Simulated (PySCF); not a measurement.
## Variants of one PySCF input: ZnO

Base input, run as `OMP_NUM_THREADS=1 python input.py` with PySCF 2.14:

```python
from pyscf import gto, scf

mol = gto.M(
    atom='Zn 0 0 0; O 0 0 1.665',
    basis='6-31g*',
    charge=0,
    spin=0,
    symmetry=True,
    verbose=4,
)
mf = scf.RHF(mol)
mf.kernel()
mf.nuc_grad_method().kernel()
mf.dip_moment()
print('orbital energies (hartree):', mf.mo_energy[..., max(0, mol.nelec[1]-3):mol.nelec[0]+3].round(4))
```

Base result: E(SCF) = -1852.201798 Eh, 12 cycles, μz(SCF) = -6.56 D, gradient on the second atom -0.0274 Eh/bohr. Stability towards an unrestricted solution was not tested. The bond length is a typed value, not an optimised one.

Run time: 2.2 s on 1 thread of Arm Neoverse V2 (shared host), peak memory 0.12 GiB.

Each row names what differs from the base; energies in brackets are changes from the base.

| change | result | wall time (s) |
| --- | --- | --- |
| step after the SCF: gradient → cisd; frozen orbitals: default → 6 | E(SCF) = -1852.201798 Eh (+0.0000 eV), 12 cycles, E(CISD) − E(SCF) = -0.43079 Eh, μz(SCF) = -6.56 D | 1.6 |
| geometry: bond 1.665 → bond 1.865 | E(SCF) = -1852.197546 Eh (+0.1157 eV), 12 cycles, μz(SCF) = -5.68 D, gradient on the second atom 0.0334 Eh/bohr | 2.2 |
| geometry: bond 1.665 → bond 1.715 | E(SCF) = -1852.203109 Eh (-0.0357 eV), 12 cycles, μz(SCF) = -6.39 D, gradient on the second atom -0.0019 Eh/bohr | 2.2 |
| step after the SCF: gradient → ccsd(t); frozen orbitals: default → 0 | E(SCF) = -1852.201798 Eh (+0.0000 eV), 12 cycles, E(CCSD) − E(SCF) = -0.48513 Eh, (T) = -0.02273 Eh, μz(SCF) = -6.56 D | 6.1 |
| damping: none → 0.2 | E(SCF) = -1852.201798 Eh (+0.0000 eV), 18 cycles, μz(SCF) = -6.56 D, gradient on the second atom -0.0274 Eh/bohr | 2.2 |
| electric field along z (a.u.): none → 0.005; point-group symmetry: on → off; step after the SCF: gradient → analyze | E(SCF) = -1852.189730 Eh (+0.3284 eV), 12 cycles, μz(SCF) = -5.70 D | 0.86 |
| basis set: 6-31g* → jorge-dzp | E(SCF) = -1852.404408 Eh (-5.5133 eV), 12 cycles, μz(SCF) = -6.93 D, gradient on the second atom -0.0422 Eh/bohr | 1.9 |
| basis set: 6-31g* → x2c-svpall; spin-free X2C: off → on | E(SCF) = -1868.633949 Eh, 11 cycles, μz(SCF) = -6.64 D, gradient on the second atom -0.0410 Eh/bohr | 2 |
| geometry: bond 1.665 → bond 2.081 | E(SCF) = -1852.181877 Eh (+0.5421 eV), 12 cycles, μz(SCF) = -4.58 D, gradient on the second atom 0.0391 Eh/bohr | 2.2 |
| electric field along z (a.u.): none → 0.001; point-group symmetry: on → off; step after the SCF: gradient → analyze | E(SCF) = -1852.199251 Eh (+0.0693 eV), 12 cycles, μz(SCF) = -6.39 D | 0.84 |
| geometry: bond 1.665 → bond 1.548 | E(SCF) = -1852.185397 Eh (+0.4463 eV), 12 cycles, μz(SCF) = -6.67 D, gradient on the second atom -0.1338 Eh/bohr | 2.2 |
| basis set: 6-31g* → def2-svpd | E(SCF) = -1852.219665 Eh (-0.4862 eV), 11 cycles, μz(SCF) = -7.59 D, gradient on the second atom -0.0414 Eh/bohr | 1.7 |
| PCM solvent, dielectric constant: none → 32.6 | E(SCF) = -1852.291616 Eh (-2.4441 eV), 11 cycles, μz(SCF) = -11.24 D, gradient on the second atom -0.0369 Eh/bohr | 4.3 |
| spin (2S): 0 → 40 [unsound on purpose] [runs as restricted open-shell] | stops with AssertionError | 0.44 |
| step after the SCF: gradient → casscf; active space: default → 4 electrons in 6 orbitals | stops with PointGroupSymmetryError (Incomplete 2D-irrep orbitals for cylindrical symmetry.) after the SCF | 0.86 |
| basis set: 6-31g* → pcseg-1 | E(SCF) = -1852.251579 Eh (-1.3546 eV), 11 cycles, μz(SCF) = -7.07 D, gradient on the second atom -0.0506 Eh/bohr | 1.9 |
| functional: none (Hartree–Fock) → bp86; SCF type: RHF → RKS; step after the SCF: gradient → analyze | E(SCF) = -1854.434880 Eh, 13 cycles, μz(SCF) = -4.68 D | 2 |
| charge: 0 → -1; spin (2S): 0 → 1; SCF type: RHF → UHF [no diffuse functions for the anion] | not converged: SCF after 50 cycles | 2.6 |

Q: Order these changes by how far they move the SCF energy from the base, largest first: (1) PCM solvent, dielectric constant: none → 32.6; (2) electric field along z (a.u.): none → 0.005; point-group symmetry: on → off; step after the SCF: gradient → analyze; (3) geometry: bond 1.665 → bond 1.548; (4) geometry: bond 1.665 → bond 2.081.

A: (1) -2.4441 eV, (4) +0.5421 eV, (3) +0.4463 eV, (2) +0.3284 eV.
